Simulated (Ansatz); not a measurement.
Geometry optimisation, RKS BLYP-D4/def2-SVP in Ansatz.

Input file:

```yaml
crystal:
  periodic: [false, false, false]
  atoms:
    - { symbol: Ga, position_ang: [-0.016563, 0.190811, 0.161915] }
    - { symbol: C, position_ang: [-0.039701, 0.156286, 2.150973] }
    - { symbol: H, position_ang: [-1.045914, 0.012149, 2.596253] }
    - { symbol: H, position_ang: [0.671654, -0.585878, 2.578234] }
    - { symbol: H, position_ang: [0.335259, 1.142931, 2.49817] }
    - { symbol: H, position_ang: [1.375827, 0.182057, -0.594012] }
    - { symbol: H, position_ang: [-1.372425, 0.427926, -0.622206] }
    - { symbol: F, position_ang: [-0.217523, -2.608073, 0.855198] }
    - { symbol: H, position_ang: [-0.122913, -2.092508, 1.629975] }
basis:
  gaussian: { orbitals: def2-SVP }
hamiltonian:
  xc: blyp
  dispersion: d4
relax:
  f_tol: 0.03
  max_steps: 50
output:
  orbitals: {}
```

Run as:

```bash
$ ansatz run input.yaml --threads 2 --pin off --max-ram 3072MiB --backend cpu --events-out ev --progress --plain --runs-dir out
```

Problem. Where does it end, and by what steps?

Solution. The forces met the threshold. After 5 steps the energy has fallen by 0.135 eV; F8 moved furthest, 0.42 Å.

```tsv
step	energy less start (eV)	largest force component (eV/Å)	accepted
0	0.0000	0.398	yes
1	-0.0599	0.926	yes
2	-0.1257	0.528	yes
3	-0.1325	0.124	yes
4	-0.1344	0.031	yes
5	-0.1345	0.020	yes
```

```xyz
9
Properties=species:S:1:pos:R:3
Ga -0.029 0.035 0.184
C -0.029 0.154 2.206
H -1.035 0.018 2.652
H 0.683 -0.551 2.695
H 0.325 1.164 2.504
H 1.371 0.022 -0.558
H -1.391 0.271 -0.589
F -0.211 -2.261 0.623
H -0.117 -2.025 1.537
```

Whether the end is a true minimum wasn't checked by a vibrational analysis.

Time of the run: 9.8 s on 2 threads of Arm Neoverse V2, with other jobs on the host, peak memory 0.13 GiB.
